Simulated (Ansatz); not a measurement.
Mulliken charges of Cl4SW, SMILES `[S]=[W]([Cl])([Cl])([Cl])[Cl]` from B3LYP/def2-TZVPP in Ansatz (PBE0-D4/def2-TZVP geometry).

| atom | x (Å) | y (Å) | z (Å) | charge (e) |
| --- | --- | --- | --- | --- |
| S1 | -1.008 | 0.096 | -1.865 | -0.014 |
| W2 | -0.010 | -0.009 | -0.038 | 0.733 |
| Cl3 | -1.606 | -0.694 | 1.449 | -0.180 |
| Cl4 | 0.790 | -2.149 | 0.056 | -0.180 |
| Cl5 | 2.135 | 0.618 | -0.521 | -0.180 |
| Cl6 | -0.260 | 2.073 | 0.873 | -0.180 |

Task: By hand: the dipole of these point charges (1 e Å = 4.8032 D).

Result: Σ q r = (-0.184, 0.019, -0.336) e Å, of length 0.384 e Å = 1.84 D.

Task: How does the dipole of the full density compare? (Best estimate.)

Result: Computed: (-0.092, 0.010, -0.168) e Å, 0.92 D; the point charges give 2.00 times that, at 0° from its direction.

Point charges leave out the atoms' own dipoles, such as those of lone pairs, and Mulliken's split depends on the basis, so the two needn't agree.

B3LYP here is the variant with VWN-RPA as its local correlation; programs differ in this.
